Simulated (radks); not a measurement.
The cadmium ion Cd5+, configuration [Ar] 3d9 4s2 4p6 4d8 (not the ground configuration).

Method: scalar-relativistic Kohn-Sham, PBE, spin-polarised, spherical densities, finite nucleus; open shells are filled with parallel spins first (spin-orbit coupling, left out, can overturn this in heavy ions); Fermi nuclear charge, rms radius 4.6087 fm; computed with a radial shooting solver on a logarithmic mesh with Libxc functionals.

Energy parts (eV):
| part | energy |
|---|---|
| total | -151647.030 |
| kinetic | 157826.297 |
| electron-nucleus | -362813.623 |
| Hartree | 57436.994 |
| exchange-correlation | -4096.698 |

Orbitals (lengths in bohr, moments of r in powers of bohr; r(90%) holds 90 % of the orbital's charge):
| orbital | occ. | eigenvalue (eV) | r(90%) | <r^4> |
|---|---|---|---|---|
| 1s up | 1 | -26634.85 | 0.0546 | 4.065e-06 |
| 1s down | 1 | -26634.83 | 0.0546 | 4.065e-06 |
| 2s up | 1 | -4051.015 | 0.203 | 0.0007162 |
| 2s down | 1 | -4048.434 | 0.203 | 0.0007154 |
| 2p up | 3 | -3646.472 | 0.187 | 0.0005140 |
| 2p down | 3 | -3644.518 | 0.187 | 0.0005132 |
| 3s up | 1 | -834.0905 | 0.523 | 0.03190 |
| 3s down | 1 | -831.3627 | 0.523 | 0.03196 |
| 3p up | 3 | -701.5610 | 0.531 | 0.03367 |
| 3p down | 3 | -698.7664 | 0.532 | 0.03376 |
| 3d up | 5 | -496.2243 | 0.519 | 0.03064 |
| 3d down | 4 | -492.8735 | 0.520 | 0.03081 |
| 4s up | 1 | -184.8482 | 1.23 | 0.9868 |
| 4s down | 1 | -182.5948 | 1.23 | 0.9923 |
| 4p up | 3 | -144.2811 | 1.34 | 1.376 |
| 4p down | 3 | -142.0612 | 1.34 | 1.390 |
| 4d up | 5 | -84.3941 | 1.63 | 3.018 |
| 4d down | 3 | -82.3182 | 1.65 | 3.124 |

The highest occupied level is 4d down at -82.318 eV. The density falls to 0.001 e/bohr^3 at r = 2.68 bohr. Spin moment in Bohr magnetons: 3. The electron density at the nucleus is 1.638e+05 e/bohr^3 (large components only). Summed over all electrons, <r^2> = 20.64 bohr^2, which gives a Langevin (diamagnetic) susceptibility term of -16.4 x 10^-6 cm^3/mol.
